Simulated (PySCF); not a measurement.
Input for PySCF: R-B3LYP/6-31G* on H4N2OSi (a complex), monomers drawn apart or pushed together.

```python
from pyscf import gto, scf, dft, mp
from pyscf.data.elements import chemcore

mol = gto.M(
    atom='''
    N     0.50565064    0.47640010   -1.19338060
    N     0.49268073    0.56277065   -0.10672647
    O     0.14396125    0.47963268    4.83710051
    Si   -0.61908101   -0.81082748    5.52511817
    H     0.22059247    0.50385035    3.87924013
    H    -2.02609131   -0.92746048    5.06483819
    H    -0.58957949   -0.57708858    6.98252275
    H     0.06764661   -2.08891475    5.20891230
    ''',
    basis='6-31g*',
    cart=True,
    charge=0, spin=0, verbose=3, max_memory=1800)
mf = dft.RKS(mol, xc='b3lyp')
mf.conv_tol = 1e-8
mf.max_cycle = 100
mf.kernel()
if not mf.converged:
    mf = mf.newton().run(mf.mo_coeff, mf.mo_occ)
```

The log:

```
converged SCF energy = -476.666414540124
```

Self-consistency was reached.

Cost: very roughly 5 core-seconds.
